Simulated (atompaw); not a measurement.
**u(r) = r·R(r): atom against pseudo-atom (fluorine (F))**

Columns: radius, all-electron u(r) and pseudo u(r) of the 2p shell (level -28.31 eV) of fluorine in the configuration [He] 2s2 2p4; PBE, scalar-relativistic, PAW (atompaw) scheme, atompaw 4.2.0.5.

```csv
r (bohr),all-electron,pseudo
0.062,0.0680,0.0078
0.123,0.2073,0.0303
0.185,0.3673,0.0674
0.246,0.5163,0.1161
0.308,0.6473,0.1760
0.369,0.7523,0.2425
0.431,0.8349,0.3151
0.492,0.8939,0.3885
0.554,0.9335,0.4620
0.615,0.9551,0.5306
0.677,0.9624,0.5940
0.738,0.9578,0.6482
0.800,0.9437,0.6932
0.862,0.9222,0.7271
0.923,0.8956,0.7490
0.985,0.8645,0.7599
1.046,0.8311,0.7600
1.108,0.7954,0.7504
1.169,0.7591,0.7328
1.231,0.7218,0.7081
1.292,0.6852,0.6791
1.354,0.6485,0.6464
1.415,0.6130,0.6127
1.477,0.5780,0.5781
1.538,0.5447,0.5447
1.600,0.5121,0.5121
```

Problem. How many radial nodes do the two functions have?

Solution. The all-electron 2p function has n − l − 1 = 0; the pseudo-wave has 0.

Problem. Is the pseudo-wave norm-conserving?

Solution. No, it belongs to a PAW set: the norm inside the radius is not constrained, and the difference is carried by the augmentation charge.
